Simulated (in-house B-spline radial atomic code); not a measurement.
Removing one electron from Sb VI (Sb5+)

Closed shell [Kr] 4d10. Computed with an all-electron radial atomic-structure program (B-spline basis): Koopmans values of Dirac-Hartree-Fock plus a diagonal self-energy, in second order or with its direct term screened (direct RPA, with the hole-particle interaction, or full time-dependent Hartree-Fock), linearised in energy; no-pair Dirac-Coulomb Hamiltonian, finite nucleus. Shifts add to the Koopmans value (the ΔSCF shift is orbital relaxation alone); the final value takes TDHF screening with Breit and QED.

Command:
```bash
python run_mb.py task.json out
```
Settings (nuclear radius in fm, box in bohr, cutoff in hartree):
```
basis_form          2
Z                   51
core_configuration  [Kr] 4d10
rms_radius          4.6802
mass_number         121
speed_of_light      137.036
box_radius          10.79
lmax                7
intervals           62
virtual_cutoff      10404.0
```

Run time, properties included: 100 s on 1 thread of Arm Neoverse N1, with other jobs on the host.

Energies in eV:

```json
{"subshell": "4d5/2", "Koopmans": "99.64", "ΔSCF shift": "-1.741", "second order": "?", "direct RPA": "?", "hole-particle": "?", "TDHF": "?", "Breit + QED": "?", "final": "?"}
{"subshell": "4d3/2", "Koopmans": "101.01", "ΔSCF shift": "-1.808", "second order": "-0.717", "direct RPA": "0.029", "hole-particle": "-0.246", "TDHF": "-0.256", "Breit + QED": "-0.016", "final": "100.73"}
```

**Question.** What does the self-energy do to 4d5/2?

**Answer.** It shifts the removal energy by -0.659 eV in second order, 0.056 with direct RPA, -0.209 with the hole-particle term and -0.217 with TDHF screening (quasi-particle weight 0.971); Breit and QED add 0.020 eV. The final value is 99.44 eV, against 99.51 ± 0.05 eV (NIST, measured).
